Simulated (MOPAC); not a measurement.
Input file for MOPAC: AM1 on GeSb, 2S+1 = 2, a spin state set in the input, which need not be the lowest, a point of a bond scan (R = 2.585 Å).

```
AM1 1SCF PRECISE CHARGE=0 UHF MS=0.5 THREADS=1
GeSb

Ge     0.00000000 1     0.00000000 1     0.00000000 1
Sb     0.00000000 1     0.00000000 1     2.58523000 1
```

The log:

```
*******************************************************************************
 **                                                                           **
 **                              MOPAC v23.2.5                                **
 **                                                                           **
 *******************************************************************************
 ** MOPAC's Digital Object Identifier: https://doi.org/10.5281/zenodo.6511958 **
 **                                                                           **
 ** Please cite the open-source release paper for use of this MOPAC version:  **
 ** J. E. Moussa and J. J. P. Stewart (2026)                                  **
 ** MOPAC: An open-source semiempirical molecular orbital program             **
 ** J. Open Source Softw., 11(119), 8025, https://doi.org/10.21105/joss.08025 **
 *******************************************************************************

                              AM1 CALCULATION RESULTS

 *******************************************************************************
 *  AM1        - The AM1 Hamiltonian to be used
 *  UHF        - UNRESTRICTED HARTREE-FOCK CALCULATION
 *
 *
 *
 *                 CHARGE ON SYSTEM = 0
 *
 *
 *
 *  MS=        - IN MECI, MAGNETIC COMPONENT OF SPIN =  0.5
 *  PRECISE    - TIGHTER CRITERIA TO BE USED
 *  1SCF       - DO 1 SCF AND THEN STOP
 *  THREADS=1  - MULTI-THREADING NOT USED
 *  T=         - A TIME OF 172800.0 SECONDS REQUESTED
 *  DUMP=N     - RESTART FILE WRITTEN EVERY 7200.0 SECONDS REQUESTED
 *******************************************************************************
AM1 1SCF PRECISE CHARGE=0 UHF MS=0.5 THREADS=1
 GeSb

   ATOM   CHEMICAL          X               Y               Z
  NUMBER   SYMBOL      (ANGSTROMS)     (ANGSTROMS)     (ANGSTROMS)

     1      Ge          0.00000000  *   0.00000000  *   0.00000000  *
     2      Sb          0.00000000  *   0.00000000  *   2.58523000  *



          CARTESIAN COORDINATES

    NO.       ATOM           X           Y           Z

     1        Ge          0.0000      0.0000      0.0000
     2        Sb          0.0000      0.0000      2.5852

 Ge: (AM1): M.J.S.Dewar and C.Jie, Organometallics, 8, 1544, (1989)
 Sb: (AM1): J. J. P. STEWART, J. MOL. MOD., 10, 155-164 (2004)

           Empirical Formula: Ge Sb  =     2 atoms



      MOLECULAR POINT GROUP   :   C*v


          UHF CALCULATION, NO. OF ALPHA ELECTRONS =    5
                           NO. OF BETA  ELECTRONS =    4

 -------------------------------------------------------------------------------
 AM1 1SCF PRECISE CHARGE=0 UHF MS=0.5 THREADS=1
 GeSb



     1SCF WAS SPECIFIED, SO BFGS WAS NOT USED
     SCF FIELD WAS ACHIEVED


                              AM1 CALCULATION
                                                       MOPAC v23.2.5 Linux




          FINAL HEAT OF FORMATION =         93.23043 KCAL/MOL =     390.07611 KJ/MOL


          COSMO AREA              =        117.73 SQUARE ANGSTROMS
          COSMO VOLUME            =        111.91 CUBIC ANGSTROMS

          IONIZATION POTENTIAL    =          7.013647 EV
          ALPHA SOMO LUMO (EV)    =         -8.540 -1.866
          BETA  SOMO LUMO (EV)    =         -7.014 -1.420
          NO. OF ALPHA ELECTRONS  =          5
          NO. OF BETA  ELECTRONS  =          4
          MOLECULAR WEIGHT        =        194.3400         POINT GROUP:  C*v

          MOLECULAR DIMENSIONS (Angstroms)

            Atom       Atom       Distance
           Sb     2   Ge     1     2.58523
           Sb     2   Ge     1     0.00000
           Ge     1   Sb     2     0.00000


          SCF CALCULATIONS        =          1





   ATOM   CHEMICAL          X               Y               Z
  NUMBER   SYMBOL      (ANGSTROMS)     (ANGSTROMS)     (ANGSTROMS)

     1      Ge          0.00000000  *   0.00000000  *   0.00000000  *
     2      Sb          0.00000000  *   0.00000000  *   2.58523000  *

                             CARTESIAN COORDINATES

   1   Ge        0.000000000     0.000000000     0.000000000
   2   Sb        0.000000000     0.000000000     2.585230000


           Empirical Formula: Ge Sb  =     2 atoms



      MOLECULAR POINT GROUP   :   C*v


          ALPHA EIGENVALUES
 -17.36644 -10.17995  -9.13476  -8.56529  -8.53954  -1.86574  -1.43625  -0.59035


           BETA EIGENVALUES
 -17.84180  -9.56471  -8.24243  -7.01365  -1.42030  -1.13528  -0.91990   1.21736


              NET ATOMIC CHARGES AND DIPOLE CONTRIBUTIONS

  ATOM NO.   TYPE          CHARGE      No. of ELECS.   s-Pop       p-Pop
    1         Ge          -0.472882        4.4729     0.96551     3.50737
    2         Sb           0.472882        4.5271     1.94035     2.58676
 DIPOLE           X         Y         Z       TOTAL
 POINT-CHG.     0.000     0.000     5.872     5.872
 HYBRID        -0.000     0.000    -1.597     1.597
 SUM           -0.000     0.000     4.275     4.275


          ATOMIC ORBITAL ELECTRON POPULATIONS

     Atom    s        px        py        pz
    1 Ge   0.96551   0.98982   0.98637   1.53118
    2 Sb   1.94035   1.01018   0.01363   1.56295


                    (SZ)    =    0.500000
                    (S**2)  =    2.579520


          ATOMIC ORBITAL SPIN POPULATIONS

    Atom   Total    s     px     py     pz
         Atomic
    1 Ge  2.3727  0.605  0.969  0.986 -0.188
    2 Sb -1.3727 -0.033 -0.969  0.014 -0.385

 **********************
 *                    *
 * JOB ENDED NORMALLY *
 *                    *
 **********************




 == MOPAC DONE ==
```

The run finished. Its determinant has ⟨S²⟩ = 2.58, a mixture of spin states.

Cost: roughly 0.020 core-seconds.
